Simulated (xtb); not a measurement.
C$_{4}$H$_{4}$N (SMILES [c]1ccc[nH]1), doublet, geometry from GFN2-xTB, atoms displaced at random by about 0.02 Å a coordinate. Base run: GFN2-xTB (xtb).

The xtb input:
```
$ xtb mol.xyz --gfn 2 --uhf 1 --opt --json

# file mol.xyz
9

H     -0.01450156     0.11345861     2.11983744
N      0.00351006     0.03513966     1.13573955
C      0.01563230     1.11731256     0.33912104
C      0.00736337    -1.05525453     0.33155845
C      0.01320644     0.76977595    -0.98331344
C      0.00305013    -0.64071264    -0.98600469
H      0.02125212    -2.05589019     0.76708456
H      0.01807145     1.43885245    -1.84614632
H      0.01368125    -1.28897381    -1.81834713
```

Variants of this job, named by their change:

```tsv
change	ΔE vs base (kcal/mol)	optimiser steps
base	0.000	7
engine = lbfgs	0.000	-
opt level = tight	0.000	8
alpb = cs2	-4.00	7
opt level = sloppy	0.005	5
opt level = extreme	0.000	9
opt level = loose	0.001	6
opt level = vtight	0.000	9
opt level = crude	0.104	3
opt level = lax	0.001	6
```
